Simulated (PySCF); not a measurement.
Field gradients from PBE0/pcSseg-1 densities (PySCF, non-relativistic) at GFN2-xTB geometries, isolated species, one conformer each; χzz is the principal value of largest magnitude, with Q(14N) = 0.02044 b, Q(17O) = −0.0256 b. Where η is near 1, a small change in the tensor can flip the sign of χzz. GFN2-xTB bond lengths can be off by several hundredths of an ångström, more for odd bonds, and the gradients follow them. The basis is small and wasn't made for field gradients, so the couplings can be 20 % off.

These 14N couplings (χzz in MHz, η) are listed in rising order: (-6.281, 0.02); (-5.642, 0.01); (-5.289, 0.17); (-4.453, 0.08); (-3.617, 0.16); (-2.825, 0.45). Assign them to: the nitrile nitrogen of `COC1=C[C@H](C#N)[SiH2][SiH2]1`; N4 (pyridine-type nitrogen) in `[SiH3:1][c:2]1[n:3][n:4][cH:5][nH:6]1`; the aniline-type nitrogen of `CN(C)c1ccoc1[S-]`; N6 (pyrrole-type nitrogen) in `[SiH3:1][c:2]1[cH:3][n:4][n:5][nH:6]1`; the amide nitrogen of `O=CNC1=C[SiH2]C=C[SiH2]1`; the tertiary amine nitrogen of `CN(C)CC([SiH3])[SiH3]`.

-6.281 MHz, η 0.02: the aniline-type nitrogen of `CN(C)c1ccoc1[S-]`; -5.642 MHz, η 0.01: the tertiary amine nitrogen of `CN(C)CC([SiH3])[SiH3]`; -5.289 MHz, η 0.17: N4 (pyridine-type nitrogen) in `[SiH3:1][c:2]1[n:3][n:4][cH:5][nH:6]1`; -4.453 MHz, η 0.08: the nitrile nitrogen of `COC1=C[C@H](C#N)[SiH2][SiH2]1`; -3.617 MHz, η 0.16: the amide nitrogen of `O=CNC1=C[SiH2]C=C[SiH2]1`; -2.825 MHz, η 0.45: N6 (pyrrole-type nitrogen) in `[SiH3:1][c:2]1[cH:3][n:4][n:5][nH:6]1`.

Question: Rank these 17O sites by the size of the quadrupole coupling, smallest first.
A. The cyclic ether oxygen of `N#C[C@@]12CO[C@@H](C1)[SiH2][SiH2]2`
B. The amide oxygen of `CNC(=O)CCC(F)F`
C. O5 (siloxane oxygen) in `[NH2:1][SiH2:2][O:3][SiH2:4][O:5][SiH3:6]`
D. The siloxane oxygen of `C=C[C@@H]1C[Si@H](C#N)O[SiH2]1`
E. The ether oxygen of `COC1=C[C@H](C#N)[SiH2][SiH2]1`
F. The furan-type oxygen of `CN(C)c1ccoc1[S-]`

Answer: D (5.676 MHz), C (6.366 MHz), F (8.825 MHz), B (9.352 MHz), E (11.52 MHz), A (12.37 MHz).

All sites together:

```
nucleus                                                                  site  Vzz (au)     η  χzz (MHz)
    14N                 the nitrile nitrogen of COC1=C[C@H](C#N)[SiH2][SiH2]1    -0.927  0.08     -4.453
    14N  N4 (pyridine-type nitrogen) in [SiH3:1][c:2]1[n:3][n:4][cH:5][nH:6]1    -1.101  0.17     -5.289
    14N                         the aniline-type nitrogen of CN(C)c1ccoc1[S-]    -1.308  0.02     -6.281
    14N   N6 (pyrrole-type nitrogen) in [SiH3:1][c:2]1[cH:3][n:4][n:5][nH:6]1    -0.588  0.45     -2.825
    14N                        the amide nitrogen of O=CNC1=C[SiH2]C=C[SiH2]1    -0.753  0.16     -3.617
    14N                  the tertiary amine nitrogen of CN(C)CC([SiH3])[SiH3]    -1.175  0.01     -5.642
    17O                                    the amide oxygen of CNC(=O)CCC(F)F    -1.555  0.06      9.352
    17O                 the siloxane oxygen of C=C[C@@H]1C[Si@H](C#N)O[SiH2]1     0.944  0.23     -5.676
    17O                     the ether oxygen of COC1=C[C@H](C#N)[SiH2][SiH2]1     1.915  0.63     -11.52
    17O                             the furan-type oxygen of CN(C)c1ccoc1[S-]     1.467  0.21     -8.825
    17O     O5 (siloxane oxygen) in [NH2:1][SiH2:2][O:3][SiH2:4][O:5][SiH3:6]     1.058  0.23     -6.366
    17O        the cyclic ether oxygen of N#C[C@@]12CO[C@@H](C1)[SiH2][SiH2]2    -2.057  0.96      12.37
```
